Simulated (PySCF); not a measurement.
**SbS₃⁻ at several levels of theory**

All levels use the PBE0 minimum (singlet; Sb–S 2.272 Å (×3); S–Sb–S 120.0° (×3)), basis [Sb def2-SVPD with ECP28, S def2-SVPD], scalar-relativistic core potentials, density fitting, no spin–orbit coupling, PySCF. For vertical energies the ionised species is a doublet (spins chosen at PBE0 and kept). Open shells are unrestricted, also as the reference of the correlated levels. A dash marks a value that was not computed or is not defined at that level.

```json
{"level": "PBE0", "vertical detachment energy (eV)": "4.40", "−ε(HOMO) (eV)": "2.67", "gap (eV)": "3.95"}
{"level": "HF", "vertical detachment energy (eV)": "4.59", "−ε(HOMO) (eV)": "5.36", "gap (eV)": "9.36"}
{"level": "MP2", "vertical detachment energy (eV)": "4.25", "−ε(HOMO) (eV)": "–", "gap (eV)": "–"}
{"level": "PBE", "vertical detachment energy (eV)": "?", "−ε(HOMO) (eV)": "?", "gap (eV)": "?"}
{"level": "r2SCAN", "vertical detachment energy (eV)": "4.17", "−ε(HOMO) (eV)": "1.76", "gap (eV)": "2.50"}
{"level": "B3LYP", "vertical detachment energy (eV)": "4.28", "−ε(HOMO) (eV)": "2.41", "gap (eV)": "3.56"}
{"level": "TPSSh", "vertical detachment energy (eV)": "4.21", "−ε(HOMO) (eV)": "2.08", "gap (eV)": "3.03"}
{"level": "B97-3", "vertical detachment energy (eV)": "?", "−ε(HOMO) (eV)": "?", "gap (eV)": "?"}
{"level": "HSE06", "vertical detachment energy (eV)": "4.36", "−ε(HOMO) (eV)": "2.28", "gap (eV)": "3.19"}
```

(1) Fill in the row of PBE.

(2) Fill in the row of B97-3.

## Answers

(1) vertical detachment energy (eV) 3.97, −ε(HOMO) (eV) 1.51, gap (eV) 2.14.

(2) vertical detachment energy (eV) 4.33, −ε(HOMO) (eV) 2.62, gap (eV) 4.11.

The lowest empty level of this anion is unbound, so it and the gap depend on the basis.
